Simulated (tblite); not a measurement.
Species: C6H10O4.
Structure used (GFN2-xTB), in Å, numbered top down from 1:
```xyz
20
C6H10O4 angstrom
C      3.8703   -1.5059   -0.1257
O      2.4612   -1.5305    0.0685
C      1.8496   -0.3429    0.1005
O      2.4217    0.7079   -0.0111
C      0.3610   -0.5122    0.2993
C     -0.3548    0.8343    0.2245
O     -1.7424    0.7140    0.5189
C     -2.5260    0.2001   -0.4399
C     -3.9610    0.1565    0.0115
O     -2.1198   -0.1705   -1.5083
H      4.1982   -2.5415   -0.0978
H      4.1103   -1.0529   -1.0894
H      4.3524   -0.9273    0.6645
H     -0.0186   -1.1844   -0.4727
H      0.1872   -0.9825    1.2698
H      0.0447    1.5254    0.9681
H     -0.2281    1.2613   -0.7753
H     -4.2602    1.1360    0.3742
H     -4.5948   -0.1515   -0.8140
H     -4.0559   -0.5518    0.8312
```

Calculated harmonic vibrations of the isolated species, GFN2-xTB (tblite), most abundant isotopes, no scaling. Against measured fundamentals such values can be off by several per cent, at times by over 20. One conformer, not necessarily the lowest. The optimisation stopped once no atom felt more than 0.01 eV/Å.

Lowest wavenumbers of the output (negative numbers stand for imaginary wavenumbers):
```
mode    cm-1
  1     -40.9
  2      24.4
  3      40.8
  4      50.2
  5      73.0
  6      74.4
  7     155.5
  8     180.9
  9     252.3
 10     271.0
 11     305.4
 12     433.5
 13     442.1
 14     572.5
 15     585.1
```

Task: Is this structure a minimum?

Result: Not by this Hessian. 1 mode is imaginary beyond 20i (41i cm⁻¹), so at this level the point lies at or near a first-order saddle. The curvature is small, so loose convergence or finite differences may be the whole cause.

Task: Which atoms move in the imaginary mode?

Result: 41i: H18 (methyl hydrogen) 36 %, H20 (methyl hydrogen) 35 %, H19 (methyl hydrogen) 25 %. These are shares of the mass-weighted motion.

Task: What is the remedy?

Result: Step along that mode in both directions, optimise again with tighter thresholds and repeat the frequencies. The zero-point energy of this point (97.7 kcal/mol) counts the 53 real modes alone, and thermal corrections from it aren't those of a minimum.
